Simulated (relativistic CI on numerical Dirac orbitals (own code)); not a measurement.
# Co⁴⁺ in a cubic cluster: L2,3 absorption with charge transfer

Computed with a charge-transfer multiplet model of a cubic metal-ligand cluster with up to 3 ligand holes, Slater and spin-orbit integrals from Dirac-Coulomb-Breit ions, Slater integrals scaled by 0.7. The ground state mixes d5 with configurations of k ligand holes L, whose averages lie at kΔ + k(k − 1)U_dd/2; a core hole lowers each added d electron by U_cd. 20 K, Lorentzian 0.4 eV and Gaussian 0.3 eV FWHM.

Atomic integrals in eV (Slater integrals scaled, ζ unscaled), ground: F2dd 9.508, F4dd 5.971, zeta_d 0.080; with the core hole: F2dd 10.024, F4dd 6.297, zeta_d 0.102, zeta_core 9.658, F2cd 6.005, G1cd 4.623, G3cd 2.630.

Cluster parameters (eV): Δ = 1.1, U_dd = 7.8, U_cd = 9, 10Dq = 0.45, 10Dq(ligand) = 0.7, final-state hopping factor = 0.9.

| Case | n_d | d5 | d6L | d7L2 | d8L3 | S |
| --- | --- | --- | --- | --- | --- | --- |
| V(eg) = 1.75 eV, V(t2g) = -0.94 eV | 5.32 | 0.69 | 0.29 | 0.02 | 0.00 | 2.50 |
| V(eg) = 2.05 eV, V(t2g) = -1.1 eV | 5.38 | 0.65 | 0.33 | 0.02 | 0.00 | 2.50 |
| V(eg) = 2.65 eV, V(t2g) = -1.42 eV | 5.47 | 0.57 | 0.39 | 0.04 | 0.00 | 2.50 |

Weights, n_d and S are thermal averages at 20 K. Photon energies count from the first peak over 30 % of the highest in each spectrum, which can be another peak from case to case. The parameters are a model scan and need not match a compound or its usual spin state. Peaks in eV (height, largest 100):
- V(eg) = 1.75 eV, V(t2g) = -0.94 eV: -1.2 (18), 0.0 (100), 3.8 (12), 14.0 (16), 14.8 (14), 16.1 (25)
- V(eg) = 2.05 eV, V(t2g) = -1.1 eV: -1.3 (20), 0.0 (100), 2.7 (10), 3.9 (10), 14.0 (16), 14.9 (13), 15.6 (21), 16.2 (23)
- V(eg) = 2.65 eV, V(t2g) = -1.42 eV: -1.4 (24), 0.0 (100), 3.8 (8), 13.9 (15), 15.4 (23), 16.2 (20)

Curve for V(eg) = 1.75 eV, V(t2g) = -0.94 eV (points under 2 left out, the grid thinned):

E (eV), Intensity and a bar:
```
     -2.6        2.3 
     -2.2        4.9 #
     -1.9        8.4 ##
     -1.5       15.2 ####
     -1.2       17.8 #####
     -0.8       23.2 #######
     -0.4       62.2 ###################
     -0.1       99.6 ##############################
      0.3       70.9 #####################
      0.6       54.1 ################
      1.0       36.1 ##########
      1.4       18.5 #####
      1.7       13.6 ####
      2.1       11.2 ###
      2.4       10.8 ###
      2.8        9.6 ##
      3.1        8.6 ##
      3.5       11.3 ###
      3.9       12.1 ###
      4.2        9.9 ##
      4.6        7.6 ##
      4.9        5.8 #
      5.3        3.6 
      5.7        2.9 
      6.0        2.7 
      6.4        2.6 
      6.7        2.2 
     13.4        3.6 
     13.8       12.3 ###
     14.1       15.8 ####
     14.5       11.8 ###
     14.8       13.5 ####
     15.2       13.3 ###
     15.5       19.5 #####
     15.9       22.8 ######
     16.3       21.7 ######
     16.6       11.8 ###
     17.0        5.5 #
     17.3        4.1 #
     17.7        3.8 #
     18.1        3.1 
     18.4        2.6 
     18.8        2.7 
     19.1        2.6 
     19.5        2.0
```

For the case V(eg) = 2.05 eV, V(t2g) = -1.1 eV, Δ = 1.1 eV is smaller than U_dd = 7.8 eV, the charge-transfer side of the Zaanen-Sawatzky-Allen scheme. With the core hole the configuration with one ligand hole lies at Δ + U_dd − U_cd = -0.1 eV from the one without, against Δ in the ground state.
